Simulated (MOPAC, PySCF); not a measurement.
CH3ClSSi, SMILES `S=C[SiH2]Cl` (S–C–Si–Cl torsion 180°), neutral singlet in the gas phase. 

Cartesian coordinates (Å):
SMILES: S=C[SiH2]Cl
```xyz
7

S      2.1116     1.0265    -0.1634
C      1.0958    -0.2211    -0.1157
Si    -0.7301     0.1632     0.0777
Cl    -1.8239    -1.5787     0.1168
H      1.4671    -1.2458    -0.1944
H     -1.1789     0.9749    -1.0744
H     -0.9415     0.8810     1.3535
```
Charge 0, spin multiplicity 1.

All levels are single points at this geometry (PBE0-D4/def2-TZVP); Pople sets use spherical d functions. Orbital energies aren't observables, and empty levels follow the basis.

B3LYP/6-311+G** in PySCF gives dipole (D) = 0.26.

Q: Estimate the dipole (D) from each of these levels: PBE-D3(BJ)/def2-TZVP in PySCF; PBE0-D4/def2-TZVP in PySCF; SVWN5/6-31G* in PySCF; AM1 in MOPAC; PM7 in MOPAC.

A: 
```csv
level,dipole (D)
PBE-D3(BJ)/def2-TZVP in PySCF,0.19
PBE0-D4/def2-TZVP in PySCF,0.15
SVWN5/6-31G* in PySCF,0.35
AM1 in MOPAC,0.41
PM7 in MOPAC,1.22
```
